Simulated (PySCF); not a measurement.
**Spinor energies of Zn³⁺ (zinc, charge +3)**

Start: [Ar] 3d9; 3d3/2 filled at m_j = -1/2, +1/2, +3/2; 3d5/2 filled at m_j = -5/2, -3/2, -1/2, +1/2, +3/2, +5/2. Calculated with PySCF 2.14 in x2c-SVPall-2c (5s5p3d1f, 42 functions): generalised Hartree-Fock with the X2C-1e Hamiltonian and a Gaussian nucleus; one run each with spin-orbit coupling (SO) screened by Boettger's factors, then bare. This is a chosen level, not necessarily the ground level.

```csv
spinor shell,electrons,"ε, screened SO (eV)","ε, bare SO (eV)",weight of nominal j (bare SO),"rms radius, bare SO (bohr)"
1s1/2,2,-9770.9,-9770.9,1.000,0.0581
2s1/2,2,-1277.1,-1277.1,1.000,0.244
2p1/2,2,-1125.0,-1126.3,1.000,0.217
2p3/2,4,-1101.3,-1100.8,1.000,0.220
3s1/2,2,-200.07,-200.08,1.000,0.730
3p1/2,2,-148.26,-148.41,0.895,0.769
3d3/2,3,-63.050,-63.833,0.667,0.908
3d5/2,6,-63.355,-62.957,0.833,0.915
```

Task: Where does 3p3/2 lie, and what is the 3p spin-orbit splitting (bare SO)?

Result: At -147.19 eV, 1.226 eV above 3p1/2.

```
   quantity  screened SO      bare SO
E (hartree)  -1791.70360  -1791.70555
        M_J          3/2          3/2
       ⟨J²⟩        3.753        3.752
       ⟨L²⟩        6.004        6.004
       ⟨S²⟩        0.752        0.752
```

Each row is a mean over spinors that exchange with the open shell spreads, by up to 7.169 eV (3p1/2).

Rows whose weight is well below 1 are mixtures of j = l ± 1/2: exchange outweighs spin-orbit coupling there, and the label is only the starting occupation.
